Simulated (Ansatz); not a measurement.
Frontier orbitals of BClH2OSi (`ClB1O[SiH2]1`).

Z-matrix (Å, degrees):
```
Si
B 1 1.889
O 1 1.751 2 43.1
H 1 1.481 2 124.4 3 -86.5
H 1 1.481 2 124.4 3 86.6
Cl 2 1.724 1 165.6 3 -180.0
```

Total charge 0; spin multiplicity 1. The structure was optimised at the PBE0-D4/def2-TZVP level. Basis def2-TZVPP, the Gaussian-basis code of Ansatz.

```tsv
functional	HOMO (eV)	LUMO (eV)	gap (eV)
PBE	-6.22	-1.94	4.28
BLYP	-6.08	-1.81	4.27
B97M-V	-6.49	-1.75	4.74
PBE0	-7.39	-1.10	6.29
r2SCANh	-6.87	-1.37	5.50
ωB97X-V	-9.67	0.95	10.62
ωB97M-V	-9.50	0.69	10.19
HF	-10.12	2.01	12.13
```

Question: What is the vertical ionisation energy at frozen-core CCSD(T)/CBS(def2)? (An estimate is asked.)

Answer: Computed: 9.77 eV (T1 of the cation 0.021).

Against PBE, PBE0 changes HOMO and LUMO by −1.17 and +0.83 eV, ωB97M-V by −3.28 and +2.63 eV. A gap of 4.28 eV thus becomes 10.19 eV for the same molecule, so an orbital gap means little without its functional. A positive LUMO is unbound and depends on the basis. −ε(HOMO) differs from that ionisation energy by −3.56 eV with PBE and −0.28 eV with ωB97M-V.
